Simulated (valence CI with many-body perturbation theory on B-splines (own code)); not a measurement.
## E1 line list for Sn42+

Calculated by configuration interaction combined with many-body perturbation theory (CI+MBPT): six valence electrons over a frozen Dirac-Fock core [He], a basis of 9 s, 9 p, 8 d, 6 f, 3 g, 1 h functions for each j, with the one-electron correlation potential Σ1 (screened to all orders), the two-electron term Σ2, the three-electron term Σ3, Breit, model QED; selected single and double excitations, second order for the rest, scaled by the run's own slope (own B-spline code, finite nucleus).

No measured spectrum was set against this ion. As an estimate, large intervals hold to a few tenths of a per cent, small ones and those within an open d or f shell to about a per cent. Among the levels kept, up to 2200 cm⁻¹ of a level comes from second order outside the variational space, and about a tenth of that is noise between levels of different J, which matters for small intervals.

Lines 201 to 240 of 240 in falling wavelength, among levels below 4265.7 eV, chosen from the strongest by gf and those to the six lowest levels. Wavelengths and rates use the calculated energies. Electric multipoles are in the length gauge with retardation, E1 and E2 with the static RPA response of the core. Weak lines are less certain than strong ones. Lines between different terms over intervals too small for the method are left out, as are lines whose strength nearly cancels. The highest levels of a list are the least certain.

Levels are named by their leading jj configuration (3d3/2^4 stands for four electrons in 3d with j = 3/2), which in mixed levels can hold well under half, so a name can repeat and another be missing. Letters in brackets count levels of one name in rising energy.

```csv
λ vac (Å),Upper,Lower,A (s⁻¹),S (a.u.)
3.101,(2s^2 2p1/2 2p3/2^2 3d3/2) J=2 [b],(2s^2 2p1/2 2p3/2^3) J=1,2.45e+13,1.80e-03
3.100,(2s^2 2p1/2 2p3/2^2 3d5/2) J=1 [a],(2s^2 2p1/2 2p3/2^3) J=1,5.05e+13,2.23e-03
3.100,(2s^2 2p1/2 2p3/2^2 3s) J=1 [a],(2s^2 2p1/2^2 2p3/2^2) J=2,9.10e+12,4.01e-04
3.098,(2s^2 2p1/2 2p3/2^2 3d3/2) J=2 [c],(2s^2 2p1/2 2p3/2^3) J=2,2.60e+13,1.91e-03
3.096,(2s^2 2p1/2 2p3/2^2 3d5/2) J=1 [b],(2s^2 2p1/2 2p3/2^3) J=2,1.62e+14,7.12e-03
3.093,(2s^2 2p1/2^2 2p3/2 3d5/2) J=2,(2s^2 2p1/2^2 2p3/2^2) J=2,1.66e+14,1.21e-02
3.093,(2s^2 2p1/2 2p3/2^2 3d3/2) J=1 [b],(2s^2 2p1/2 2p3/2^3) J=1,1.08e+14,4.75e-03
3.092,(2s^2 2p1/2 2p3/2^2 3s) J=1 [b],(2s^2 2p1/2^2 2p3/2^2) J=0,7.52e+09,3.29e-07
3.092,(2s^2 2p1/2 2p3/2^2 3s) J=3,(2s^2 2p1/2^2 2p3/2^2) J=2,1.39e+14,1.42e-02
3.092,(2s^2 2p3/2^3 3s) J=2,(2s^2 2p1/2 2p3/2^3) J=2,9.33e+13,6.80e-03
3.090,(2s^2 2p1/2 2p3/2^2 3d5/2) J=2,(2s^2 2p1/2 2p3/2^3) J=1,1.65e+14,1.20e-02
3.090,(2s 2p1/2^2 2p3/2^2 3p1/2) J=2,(2s^2 2p1/2 2p3/2^3) J=2,4.34e+13,3.16e-03
3.090,(2s^2 2p1/2 2p3/2^2 3d5/2) J=3 [b],(2s^2 2p1/2 2p3/2^3) J=2,2.12e+14,2.16e-02
3.089,(2s^2 2p1/2 2p3/2^2 3d5/2) J=0,(2s^2 2p1/2 2p3/2^3) J=1,1.57e+14,2.29e-03
3.086,(2s^2 2p1/2 2p3/2^2 3s) J=2 [b],(2s^2 2p1/2^2 2p3/2^2) J=2,3.53e+11,2.56e-05
3.086,(2s^2 2p1/2 2p3/2^2 3d3/2) J=2 [c],(2s^2 2p1/2 2p3/2^3) J=1,1.32e+14,9.59e-03
3.084,(2s^2 2p1/2 2p3/2^2 3d5/2) J=1 [b],(2s^2 2p1/2 2p3/2^3) J=1,8.08e+13,3.51e-03
3.083,(2s^2 2p1/2^2 2p3/2 3d5/2) J=3,(2s^2 2p1/2^2 2p3/2^2) J=2,2.59e+14,2.62e-02
3.081,(2s^2 2p1/2^2 2p3/2 3d5/2) J=1,(2s^2 2p1/2^2 2p3/2^2) J=2,1.41e+13,6.10e-04
3.079,(2s^2 2p3/2^3 3s) J=2,(2s^2 2p1/2 2p3/2^3) J=1,1.63e+08,1.17e-08
3.078,(2s 2p1/2^2 2p3/2^2 3p1/2) J=2,(2s^2 2p1/2 2p3/2^3) J=1,4.57e+12,3.29e-04
3.066,(2s^2 2p1/2 2p3/2^2 3s) J=1 [b],(2s^2 2p1/2^2 2p3/2^2) J=2,1.41e+12,6.04e-05
2.970,(2s^2 2p1/2 2p3/2^2 3d3/2) J=1 [a],(2s^2 2p1/2^2 2p3/2^2) J=0,3.96e+12,1.54e-04
2.951,(2s^2 2p1/2 2p3/2^2 3d5/2) J=1 [a],(2s^2 2p1/2^2 2p3/2^2) J=0,2.99e+11,1.14e-05
2.946,(2s^2 2p1/2 2p3/2^2 3d3/2) J=1 [a],(2s^2 2p1/2^2 2p3/2^2) J=2,1.91e+13,7.24e-04
2.946,(2s^2 2p1/2 2p3/2^2 3d3/2) J=2 [a],(2s^2 2p1/2^2 2p3/2^2) J=2,3.33e+13,2.10e-03
2.944,(2s^2 2p1/2 2p3/2^2 3d3/2) J=1 [b],(2s^2 2p1/2^2 2p3/2^2) J=0,1.56e+13,5.88e-04
2.942,(2s^2 2p1/2 2p3/2^2 3d3/2) J=3 [a],(2s^2 2p1/2^2 2p3/2^2) J=2,6.93e+13,6.10e-03
2.936,(2s^2 2p1/2 2p3/2^2 3d5/2) J=1 [b],(2s^2 2p1/2^2 2p3/2^2) J=0,3.40e+13,1.27e-03
2.935,(2s^2 2p1/2 2p3/2^2 3d5/2) J=3 [a],(2s^2 2p1/2^2 2p3/2^2) J=2,2.17e+12,1.89e-04
2.928,(2s^2 2p1/2 2p3/2^2 3d3/2) J=2 [b],(2s^2 2p1/2^2 2p3/2^2) J=2,2.44e+14,1.51e-02
2.927,(2s^2 2p1/2 2p3/2^2 3d5/2) J=1 [a],(2s^2 2p1/2^2 2p3/2^2) J=2,1.01e+14,3.74e-03
2.927,(2s^2 2p1/2 2p3/2^2 3d3/2) J=3 [b],(2s^2 2p1/2^2 2p3/2^2) J=2,3.19e+14,2.76e-02
2.921,(2s^2 2p1/2 2p3/2^2 3d3/2) J=1 [b],(2s^2 2p1/2^2 2p3/2^2) J=2,1.97e+14,7.28e-03
2.918,(2s^2 2p1/2 2p3/2^2 3d5/2) J=2,(2s^2 2p1/2^2 2p3/2^2) J=2,8.81e+13,5.40e-03
2.914,(2s^2 2p1/2 2p3/2^2 3d3/2) J=2 [c],(2s^2 2p1/2^2 2p3/2^2) J=2,1.08e+12,6.58e-05
2.913,(2s^2 2p1/2 2p3/2^2 3d5/2) J=1 [b],(2s^2 2p1/2^2 2p3/2^2) J=2,3.66e+13,1.34e-03
2.909,(2s^2 2p3/2^3 3s) J=2,(2s^2 2p1/2^2 2p3/2^2) J=2,4.51e+12,2.74e-04
2.907,(2s 2p1/2^2 2p3/2^2 3p1/2) J=2,(2s^2 2p1/2^2 2p3/2^2) J=2,8.94e+08,5.42e-08
2.907,(2s^2 2p1/2 2p3/2^2 3d5/2) J=3 [b],(2s^2 2p1/2^2 2p3/2^2) J=2,1.18e+13,1.00e-03
```
